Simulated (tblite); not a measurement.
Species: C5H12ClFSi.
Atom-mapped SMILES: `[CH3:1][CH2:2][CH2:3][C@H:4]([F:5])[SiH2:6][CH2:7][Cl:8]` (hydrogens: H9, H10, H11 on C1; H12, H13 on C2; H14, H15 on C3; H16 on C4; H17, H18 on Si6; H19, H20 on C7)

Computed with GFN2-xTB (tblite), gas phase: L-BFGS steps from a force-field or distance-geometry start until the largest atomic force falls under 0.01 eV/Å.

Step 0: E = -756.6227 eV
```
atom  x, y, z in Å  |  force x, y, z in eV/Å
C1     -2.9047    0.3783   -0.4182   -1.461  -0.180  -0.342
C2     -1.5841    0.2263    0.2728    0.300   0.477   0.201
C3     -0.8357   -0.8860   -0.4368   -0.861  -0.609  -0.088
C4      0.4942   -1.0807    0.2042    0.750  -1.086  -0.043
F5      0.3928   -1.4464    1.5606   -0.097   0.131  -0.644
Si6     1.4422    0.5022   -0.0019    0.480   1.724   0.192
C7      3.2344    0.3104    0.5493   -0.356   0.146   0.371
Cl8     4.1856    1.6455   -0.1827   -0.055  -0.526   0.218
H9     -2.8446   -0.0399   -1.4482   -0.216   0.388   0.693
H10    -3.6916   -0.1819    0.1404    0.418   0.493  -0.592
H11    -3.1880    1.4336   -0.4947   -0.171  -0.341   0.068
H12    -1.0078    1.1655    0.1526   -0.408  -0.501   0.131
H13    -1.7108    0.0320    1.3576    0.182   0.022  -0.639
H14    -1.4402   -1.8282   -0.3610    0.385   0.672  -0.311
H15    -0.7161   -0.5618   -1.5084    0.035  -0.690   0.965
H16     1.0568   -1.8983   -0.2843   -0.276  -0.109   0.248
H17     0.8600    1.4966    0.9193    0.263   0.032  -0.106
H18     1.4474    0.9592   -1.3907   -0.124  -0.086  -0.052
H19     3.5719   -0.6766    0.2249    0.636   0.428   0.333
H20     3.2329    0.4610    1.6448    0.575  -0.386  -0.603
```

Step 1: E = -756.7787 eV
```
atom  x, y, z in Å  |  force x, y, z in eV/Å
C1     -2.9256    0.3757   -0.4231   -0.250   0.128   0.005
C2     -1.5798    0.2331    0.2757   -0.414  -0.070  -0.274
C3     -0.8480   -0.8947   -0.4380    0.041  -0.051   0.288
C4      0.5049   -1.0963    0.2036    0.216   0.056  -0.228
F5      0.3914   -1.4446    1.5514   -0.052   0.020  -0.366
Si6     1.4491    0.5268    0.0008    0.073   0.766   0.070
C7      3.2293    0.3125    0.5546   -0.118   0.009   0.040
Cl8     4.1849    1.6380   -0.1796    0.021  -0.397   0.175
H9     -2.8477   -0.0344   -1.4382   -0.238   0.222   0.303
H10    -3.6856   -0.1749    0.1319   -0.070   0.156  -0.255
H11    -3.1904    1.4287   -0.4937   -0.285  -0.134   0.034
H12    -1.0136    1.1583    0.1545   -0.192  -0.140   0.044
H13    -1.7082    0.0323    1.3485    0.132   0.003  -0.353
H14    -1.4347   -1.8186   -0.3655    0.011   0.168  -0.220
H15    -0.7156   -0.5716   -1.4946    0.020  -0.585   0.625
H16     1.0528   -1.8999   -0.2808    0.010  -0.471   0.026
H17     0.8638    1.4970    0.9178    0.144   0.236   0.071
H18     1.4456    0.9580   -1.3915   -0.104  -0.027  -0.117
H19     3.5810   -0.6705    0.2296    0.523   0.415   0.309
H20     3.2411    0.4555    1.6361    0.533  -0.305  -0.178
```

Step 2: E = -756.8607 eV
```
atom  x, y, z in Å  |  force x, y, z in eV/Å
C1     -2.9377    0.3777   -0.4245    0.210   0.192   0.108
C2     -1.5875    0.2337    0.2706   -0.354  -0.191  -0.276
C3     -0.8510   -0.8985   -0.4321    0.291   0.156   0.349
C4      0.5130   -1.1000    0.1984    0.054   0.445  -0.239
F5      0.3898   -1.4435    1.5405    0.010  -0.016  -0.145
Si6     1.4528    0.5514    0.0033   -0.102   0.073  -0.073
C7      3.2251    0.3134    0.5571    0.026  -0.008  -0.107
Cl8     4.1851    1.6270   -0.1748    0.118  -0.215   0.097
H9     -2.8539   -0.0278   -1.4285   -0.228   0.089  -0.057
H10    -3.6852   -0.1692    0.1236   -0.384  -0.068  -0.008
H11    -3.1974    1.4242   -0.4926   -0.342   0.112   0.023
H12    -1.0196    1.1530    0.1560   -0.121   0.006  -0.031
H13    -1.7045    0.0325    1.3379    0.037  -0.025  -0.135
H14    -1.4328   -1.8119   -0.3717   -0.167  -0.162  -0.096
H15    -0.7150   -0.5876   -1.4765    0.050  -0.408   0.196
H16     1.0518   -1.9107   -0.2791    0.069  -0.435  -0.047
H17     0.8681    1.5023    0.9189    0.034   0.412   0.227
H18     1.4428    0.9570   -1.3942   -0.086   0.024  -0.144
H19     3.5953   -0.6594    0.2379    0.432   0.240   0.207
H20     3.2554    0.4470    1.6295    0.455  -0.223   0.150
```

Problem. Estimate the geometry and energy of step 3. (The exact step hangs on the optimiser's Hessian estimate; all steps are aligned on step 2, rigid shifts and turns removed.)

Solution. E = -756.9177 eV, largest force 0.512 eV/Å
```
atom  x, y, z in Å  |  force x, y, z in eV/Å
C1     -2.9451    0.3822   -0.4243    0.207   0.099   0.135
C2     -1.5976    0.2318    0.2629   -0.118  -0.130  -0.105
C3     -0.8496   -0.8995   -0.4217    0.226   0.069   0.184
C4      0.5215   -1.0963    0.1903    0.005   0.357  -0.141
F5      0.3889   -1.4428    1.5292    0.095   0.000   0.012
Si6     1.4544    0.5721    0.0034   -0.166  -0.288  -0.101
C7      3.2222    0.3143    0.5575    0.128  -0.005  -0.043
Cl8     4.1877    1.6145   -0.1693    0.213  -0.012   0.006
H9     -2.8630   -0.0209   -1.4223   -0.205   0.015  -0.290
H10    -3.6922   -0.1661    0.1170   -0.454  -0.130   0.086
H11    -3.2094    1.4234   -0.4913   -0.332   0.258   0.031
H12    -1.0271    1.1484    0.1566   -0.077   0.091  -0.092
H13    -1.7011    0.0321    1.3270   -0.061  -0.048   0.047
H14    -1.4340   -1.8096   -0.3781   -0.165  -0.267   0.042
H15    -0.7134   -0.6075   -1.4595    0.079  -0.216  -0.197
H16     1.0516   -1.9261   -0.2782    0.013  -0.186  -0.039
H17     0.8721    1.5146    0.9243    0.002   0.446   0.252
H18     1.4389    0.9568   -1.3991   -0.070   0.063  -0.144
H19     3.6149   -0.6469    0.2480    0.336   0.032   0.076
H20     3.2752    0.4362    1.6273    0.343  -0.148   0.280
```

The energy changes by -0.0570 eV. The first-order estimate −F·Δx gives -0.0818 eV and the mean of the old and new forces, exact on a quadratic surface, -0.0568 eV. The step makes an angle of 39° with the force vector and moves no atom by more than 0.026 Å.

The cost below is that of the whole relaxation. The run took 1.2 s on Intel Xeon at 2.70 GHz, one thread, no GPU, shared host.
